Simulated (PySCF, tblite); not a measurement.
Isomers of C6H10ClSi (doublet state), one GFN2-xTB conformer each. Single-point energies are computed at B3LYP/pcH-1 (PySCF, gas phase, no added dispersion term), electronic only. GFN2-xTB treats the open shell by occupation alone, and not every SCF solution was tested for stability.

| SMILES | GFN2-xTB relative energy (kJ/mol) |
| --- | --- |
| C=C(Cl)/C=C/[CH]C[SiH3] | 0.0 |
| C=C(Cl)/C=[C]\CC[SiH3] | 141.6 |
| C[C]=C=C[C@H](Cl)[SiH2]C | 93.0 |
| CC[Si]1CC/C1=C/Cl | 60.2 |

Conformers: `[CH2:1]=[C:2]([Cl:3])/[CH:4]=[CH:5]/[CH:6][CH2:7][SiH3:8]` (doublet state) with C1–C2–C4–C5 179°, C4–C5–C6–C7 178°, C5–C6–C7–Si8 -97°; `[CH2:1]=[C:2]([Cl:3])/[CH:4]=[C:5]\[CH2:6][CH2:7][SiH3:8]` (doublet state) with C1–C2–C4–C5 176°, C4–C5–C6–C7 -145°, C5–C6–C7–Si8 -34°; `[CH3:1][C:2]=[C:3]=[CH:4][C@H:5]([Cl:6])[SiH2:7][CH3:8]` (doublet state) with C3–C4–C5–Cl6 -128°, C4–C5–Si7–C8 54°; `[CH3:1][CH2:2][Si:3]1[CH2:4][CH2:5]/[C:6]1=[CH:7]/[Cl:8]` (doublet state) with C1–C2–Si3–C4 -52°.

Q: What does B3LYP/pcH-1 give for the same structures?

A: 
| SMILES | B3LYP/pcH-1 E (Eh) | B3LYP/pcH-1 (kJ/mol) | GFN2-xTB (kJ/mol) | point group |
| --- | --- | --- | --- | --- |
| C=C(Cl)/C=C/[CH]C[SiH3] | -984.32141 | 0.0 | 0.0 | C1 |
| CC[Si]1CC/C1=C/Cl | -984.31332 | 21.2 | 60.2 | C1 |
| C[C]=C=C[C@H](Cl)[SiH2]C | -984.30246 | 49.8 | 93.0 | C1 |
| C=C(Cl)/C=[C]\CC[SiH3] | -984.26060 | 159.7 | 141.6 | C1 |

Both levels put the same isomer lowest; measured from each level's own lowest isomer, the values differ by up to 43.2 kJ/mol (C[C]=C=C[C@H](Cl)[SiH2]C: 93.0 against 49.8). 

Q: What happens when harmonic zero-point energies from GFN2-xTB frequencies are added?

A: 
```csv
SMILES,ZPE (kJ/mol),electronic (kJ/mol),with ZPE (kJ/mol)
C=C(Cl)/C=C/[CH]C[SiH3],342.7,0.0,0.0
CC[Si]1CC/C1=C/Cl,372.8,21.2,51.3
C[C]=C=C[C@H](Cl)[SiH2]C,343.8,49.8,50.9
C=C(Cl)/C=[C]\CC[SiH3],342.2,159.7,159.1
```

The zero-point energies span 30.6 kJ/mol. The lowest isomer stays, but the order above it changes.
